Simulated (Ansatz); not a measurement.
Born–Oppenheimer molecular dynamics of CH9NO2Si2 (15 atoms, charge 0, multiplicity 1). It starts from a relaxed structure.

All numbers below come from RKS r2SCAN/STO-3G in Ansatz 0.2.0.

* ensemble: NVE (velocity Verlet)
* time step: 0.5 fs
* steps asked: 300
* starting velocities drawn for: 400 K
* seed: 609921

Frames 10 fs apart, positions in Å.

Velocities at 20 fs (Å/ps):

```
Si -0.61 1.86 1.17
O -0.23 -2.51 -1.62
Si -0.25 -0.94 0.56
H -21.25 4.77 6.09
H 15.90 14.00 0.55
H 6.52 -4.05 12.01
H -3.04 6.72 -21.72
N 2.14 -1.83 -0.25
H -0.17 -0.63 -18.03
H -5.09 5.44 -9.44
O 1.37 -0.12 -0.99
C -6.61 1.46 2.17
H 25.93 3.91 15.90
H 27.60 7.75 -41.63
H 8.20 -13.87 26.92
```

```xyz
15
Properties=species:S:1:pos:R:3 time_fs=20 energy_less_start_eV=0.271 T=240
Si -0.107 -0.202 0.334
O -0.427 -0.816 1.841
Si -1.172 0.213 2.952
H -2.631 0.324 2.723
H -0.872 -0.270 4.287
H -0.632 1.561 3.061
H 1.184 0.449 0.123
N -1.357 0.942 -0.054
H -2.274 0.492 -0.406
H -1.167 1.708 -0.736
O -0.077 -1.575 -0.665
C -1.298 -2.425 -0.487
H -1.629 -2.439 0.573
H -2.163 -2.209 -1.130
H -0.987 -3.469 -0.709
15
Properties=species:S:1:pos:R:3 time_fs=30 energy_less_start_eV=0.217 T=272
Si -0.108 -0.189 0.324
O -0.431 -0.840 1.846
Si -1.178 0.215 2.968
H -2.591 0.288 2.851
H -0.873 -0.385 4.256
H -0.603 1.550 2.925
H 1.143 0.488 0.058
N -1.368 0.944 -0.062
H -2.240 0.463 -0.472
H -1.032 1.684 -0.741
O -0.082 -1.596 -0.682
C -1.278 -2.409 -0.458
H -1.749 -2.244 0.543
H -1.990 -2.139 -1.232
H -1.006 -3.478 -0.591
15
Properties=species:S:1:pos:R:3 time_fs=40 energy_less_start_eV=0.285 T=232
Si -0.109 -0.207 0.297
O -0.436 -0.843 1.858
Si -1.171 0.214 2.987
H -2.578 0.266 2.871
H -0.937 -0.464 4.247
H -0.660 1.560 2.816
H 1.158 0.473 0.219
N -1.395 0.971 -0.061
H -2.229 0.549 -0.583
H -1.037 1.644 -0.828
O -0.062 -1.607 -0.685
C -1.266 -2.368 -0.452
H -1.795 -2.171 0.503
H -1.987 -2.261 -1.254
H -1.042 -3.457 -0.414
15
Properties=species:S:1:pos:R:3 time_fs=50 energy_less_start_eV=0.380 T=175
Si -0.123 -0.232 0.300
O -0.441 -0.822 1.841
Si -1.165 0.200 2.990
H -2.617 0.275 2.773
H -0.836 -0.252 4.328
H -0.664 1.566 3.070
H 1.176 0.414 0.263
N -1.411 1.008 -0.075
H -2.191 0.465 -0.536
H -1.034 1.687 -0.831
O -0.019 -1.604 -0.690
C -1.301 -2.377 -0.451
H -1.755 -2.011 0.486
H -1.973 -2.301 -1.286
H -0.952 -3.415 -0.328
15
Properties=species:S:1:pos:R:3 time_fs=60 energy_less_start_eV=0.313 T=215
Si -0.136 -0.217 0.314
O -0.452 -0.803 1.836
Si -1.157 0.203 2.994
H -2.650 0.200 2.804
H -0.883 -0.430 4.276
H -0.646 1.569 3.002
H 1.176 0.408 0.144
N -1.392 1.001 -0.069
H -2.204 0.547 -0.552
H -1.037 1.616 -0.885
O -0.031 -1.627 -0.701
C -1.254 -2.372 -0.450
H -1.883 -2.100 0.406
H -1.910 -2.308 -1.302
H -1.123 -3.456 -0.295
15
Properties=species:S:1:pos:R:3 time_fs=70 energy_less_start_eV=0.306 T=219
Si -0.133 -0.201 0.304
O -0.453 -0.795 1.842
Si -1.159 0.203 3.002
H -2.620 0.274 2.892
H -0.908 -0.564 4.201
H -0.644 1.553 2.917
H 1.127 0.501 0.097
N -1.365 0.984 -0.077
H -2.250 0.576 -0.419
H -0.986 1.590 -0.855
O -0.054 -1.623 -0.666
C -1.279 -2.412 -0.483
H -1.803 -2.046 0.402
H -1.887 -2.348 -1.366
H -0.917 -3.445 -0.352
15
Properties=species:S:1:pos:R:3 time_fs=80 energy_less_start_eV=0.359 T=187
Si -0.124 -0.198 0.291
O -0.447 -0.795 1.831
Si -1.170 0.198 3.007
H -2.559 0.382 2.873
H -0.832 -0.335 4.306
H -0.578 1.512 3.138
H 1.138 0.485 0.150
N -1.344 0.988 -0.090
H -2.271 0.588 -0.306
H -1.144 1.631 -0.863
O -0.064 -1.595 -0.634
C -1.275 -2.443 -0.512
H -1.908 -2.302 0.374
H -1.954 -2.426 -1.344
H -0.997 -3.506 -0.400
15
Properties=species:S:1:pos:R:3 time_fs=90 energy_less_start_eV=0.335 T=202
Si -0.123 -0.183 0.298
O -0.451 -0.789 1.835
Si -1.162 0.209 3.019
H -2.568 0.331 2.803
H -0.988 -0.448 4.312
H -0.552 1.536 3.065
H 1.209 0.339 0.132
N -1.348 1.002 -0.097
H -2.303 0.623 -0.205
H -1.191 1.624 -0.867
O -0.096 -1.627 -0.641
C -1.258 -2.478 -0.519
H -1.857 -2.270 0.379
H -1.822 -2.277 -1.408
H -0.872 -3.513 -0.581
15
Properties=species:S:1:pos:R:3 time_fs=100 energy_less_start_eV=0.346 T=195
Si -0.135 -0.195 0.304
O -0.456 -0.775 1.853
Si -1.151 0.220 3.023
H -2.605 0.362 2.730
H -1.076 -0.595 4.227
H -0.583 1.569 3.026
H 1.177 0.383 0.048
N -1.349 1.024 -0.084
H -2.310 0.651 -0.172
H -1.138 1.535 -0.926
O -0.074 -1.630 -0.643
C -1.248 -2.479 -0.564
H -1.785 -2.448 0.412
H -2.015 -2.383 -1.309
H -0.970 -3.555 -0.599
15
Properties=species:S:1:pos:R:3 time_fs=110 energy_less_start_eV=0.316 T=213
Si -0.161 -0.226 0.306
O -0.440 -0.765 1.855
Si -1.161 0.226 3.012
H -2.606 0.504 2.743
H -0.969 -0.428 4.286
H -0.515 1.494 3.294
H 1.094 0.487 0.072
N -1.338 1.049 -0.055
H -2.282 0.645 -0.238
H -1.134 1.405 -1.006
O -0.047 -1.628 -0.664
C -1.262 -2.505 -0.554
H -1.705 -2.436 0.467
H -1.976 -2.200 -1.305
H -0.857 -3.510 -0.813
15
Properties=species:S:1:pos:R:3 time_fs=120 energy_less_start_eV=0.229 T=264
Si -0.179 -0.245 0.298
O -0.424 -0.770 1.869
Si -1.166 0.246 3.019
H -2.563 0.520 2.774
H -1.105 -0.513 4.243
H -0.421 1.471 3.181
H 1.134 0.368 0.170
N -1.356 1.065 -0.048
H -2.290 0.633 -0.182
H -1.063 1.425 -0.994
O -0.045 -1.646 -0.685
C -1.204 -2.467 -0.558
H -1.661 -2.644 0.464
H -2.022 -2.118 -1.189
H -1.029 -3.518 -0.905
15
Properties=species:S:1:pos:R:3 time_fs=130 energy_less_start_eV=0.351 T=192
Si -0.179 -0.249 0.302
O -0.431 -0.786 1.893
Si -1.162 0.259 3.023
H -2.493 0.584 2.693
H -1.227 -0.563 4.210
H -0.435 1.514 3.061
H 1.152 0.273 0.119
N -1.362 1.053 -0.047
H -2.315 0.690 -0.237
H -1.191 1.561 -0.970
O -0.022 -1.646 -0.692
C -1.233 -2.479 -0.579
H -1.392 -2.612 0.533
H -2.147 -2.052 -1.032
H -0.935 -3.436 -1.091
```

Of the whole run (150 fs, mean temperature of the second half 203 K): The conserved energy stayed within 0.22 meV per atom of its start (net change 0.11 meV per atom), so the integration is sound. Over the second half the temperature averaged 0.51 of the 400 K drawn at the start: a run that starts near a minimum puts about half its kinetic energy into the potential. A run of 0.15 ps of so small a system gives no equilibrium averages. Limits of this set-up: minimal basis.

The run took 32 min on 1 thread of Arm Neoverse V1, with other jobs on the host, peak memory 0.14 GiB.
